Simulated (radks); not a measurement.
The numbers below are computed, except where a source is named.
All-electron atom: In I in [Kr] 4d10 5s2 5p1 (the NIST ground configuration). Code: a radial shooting solver on a logarithmic mesh with Libxc functionals. Model: Dirac Kohn-Sham, LDA (Slater exchange, Perdew-Wang correlation), spin-unpolarised, spherical densities, finite nucleus; open shells fill j = l - 1/2 first; Fermi nuclear charge, rms radius 4.6156 fm.

Normalised radial functions P(r) = r R(r) (large component), r in bohr:

r	4p1/2	4p3/2	5p3/2
0.002343	0.0070	0.0033	0.0007
0.00275	0.0088	0.0044	0.0009
0.003253	0.0112	0.0061	0.0013
0.003817	0.0142	0.0082	0.0018
0.004516	0.0183	0.0113	0.0024
0.005342	0.0236	0.0153	0.0033
0.006268	0.0302	0.0205	0.0044
0.007415	0.0391	0.0278	0.0059
0.008702	0.0500	0.0369	0.0079
0.01029	0.0645	0.0494	0.0105
0.01208	0.0820	0.0647	0.0138
0.01429	0.1050	0.0852	0.0182
0.01677	0.1318	0.1097	0.0234
0.01984	0.1659	0.1414	0.0302
0.02347	0.2061	0.1795	0.0383
0.02754	0.2496	0.2217	0.0473
0.03257	0.2993	0.2711	0.0578
0.03823	0.3474	0.3204	0.0683
0.04522	0.3937	0.3700	0.0789
0.05307	0.4266	0.4086	0.0870
0.06277	0.4396	0.4306	0.0916
0.07367	0.4206	0.4229	0.0898
0.08714	0.3563	0.3729	0.0789
0.1031	0.2383	0.2703	0.0567
0.121	0.0757	0.1209	0.0245
0.1431	-0.1359	-0.0814	-0.0189
0.1679	-0.3503	-0.2944	-0.0643
0.1986	-0.5459	-0.4992	-0.1073
0.2331	-0.6553	-0.6281	-0.1333
0.2758	-0.6409	-0.6438	-0.1337
0.3236	-0.4780	-0.5135	-0.1020
0.3828	-0.1585	-0.2246	-0.0358
0.4528	0.2605	0.1759	0.0525
0.5314	0.6699	0.5843	0.1376
0.6286	1.0133	0.9448	0.2024
0.7377	1.1871	1.1473	0.2199
0.8727	1.1829	1.1769	0.1803
1.024	1.0301	1.0510	0.0906
1.211	0.7826	0.8198	-0.0418
1.422	0.5340	0.5745	-0.1830
1.682	0.3140	0.3483	-0.3245
1.989	0.1601	0.1839	-0.4400
2.334	0.0729	0.0870	-0.5141
2.762	0.0269	0.0336	-0.5485
3.241	0.0086	0.0113	-0.5399
3.834	0.0021	0.0029	-0.4929
4.499	0.0004	0.0006	-0.4209
5.322	0.0001	0.0001	-0.3296
6.245	0.0000	0.0000	-0.2407
7.387	0.0000	0.0000	-0.1571
8.739	0.0000	0.0000	-0.0918
10.26	0.0000	0.0000	-0.0490
12.13	0.0000	0.0000	-0.0221
14.24	0.0000	0.0000	-0.0089
16.84	0.0000	0.0000	-0.0029
19.76	0.0000	0.0000	-0.0008
23.38	0.0000	0.0000	-0.0002
27.43	0.0000	0.0000	0.0000
32.45	0.0000	0.0000	0.0000

4p1/2: eigenvalue -82.489 eV, 2 radial nodes at r = 0.129, 0.409 bohr, <r> = 0.901 bohr, 90 % of the charge inside 1.33 bohr. 4p3/2: eigenvalue -75.758 eV, 2 radial nodes at r = 0.134, 0.422 bohr, <r> = 0.932 bohr, 90 % of the charge inside 1.38 bohr. 5p3/2 (empty): eigenvalue -2.515 eV, 3 radial nodes at r = 0.133, 0.411, 1.15 bohr, <r> = 3.75 bohr, 90 % of the charge inside 5.87 bohr.
